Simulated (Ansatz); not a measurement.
`O[SiH](F)[TeH]` + HI → `O[SiH](F)I` + H₂Te at 298.15 K and 1 bar (ligand exchange at the Si–Te bond).

Calculated with Ansatz (gas phase, PBE0-D4/def2-TZVP geometries, no zero-point term in ΔE). CCSD(T)/CBS adds triple-zeta CCSD(T) − MP2 to the extrapolated MP2 energy (def2 sets, frozen cores). Elements past krypton have def2 core potentials. For I, Te outer-core shells are correlated without core-valence functions, which leaves a few kJ/mol of doubt a bond. One conformer a species, not always the lowest.

| species | CCSD(T)/CBS energy (Eh) | H − E (kJ/mol) | S (J/(mol·K)) |
| --- | --- | --- | --- |
| `O[SiH](F)[TeH]` | -733.71271 | 107.1 | 345.2 |
| HI | -298.03592 | 22.7 | 206.5 |
| `O[SiH](F)I` | -762.85028 | 88.0 | 329.1 |
| H₂Te | -268.91024 | 41.3 | 228.4 |

H − E and S are ideal-gas, rigid-rotor, harmonic terms from PBE0-D4/def2-TZVP, for one conformer and one mirror image of each species. 1 Eh = 2625.50 kJ/mol, R = 8.31446 J/(mol·K).

**Question.** By hand: ΔE, ΔH, ΔS and ΔG.

**Answer.** ΔE = (-762.85028) + (-268.91024) − (-733.71271) − (-298.03592) = -0.01189 Eh = -31.2 kJ/mol. Δ(H − E) = 88.0 + 41.3 − 107.1 − 22.7 = -0.5, so ΔH = -31.7 kJ/mol. ΔS = 329.1 + 228.4 − 345.2 − 206.5 = 5.8 J/(mol·K). ΔG = -31.7 − 298.15 × (5.8)/1000 = -33.4 kJ/mol.

**Question.** By hand: the equilibrium constant, and the temperature at which ΔG would vanish if ΔH and ΔS stayed fixed.

**Answer.** log₁₀ K = −ΔG/(RT ln 10) = 5.9. ΔH and −TΔS have one sign here, so there is no such temperature. One of them is within its doubt of zero, so this could turn.

The number of gas molecules stays the same, so ΔS is small and ΔH decides. A doubt of 5 kJ/mol in ΔE shifts log₁₀ K by 0.9 here. Other conformers and mirror images would add mixing entropy, several J/(mol·K) or more a flexible species. These are equilibria of isolated gas molecules and say nothing of rates. Largest T1 diagnostic: 0.012 (customary marks: 0.02 for closed shells, 0.045 for open ones).
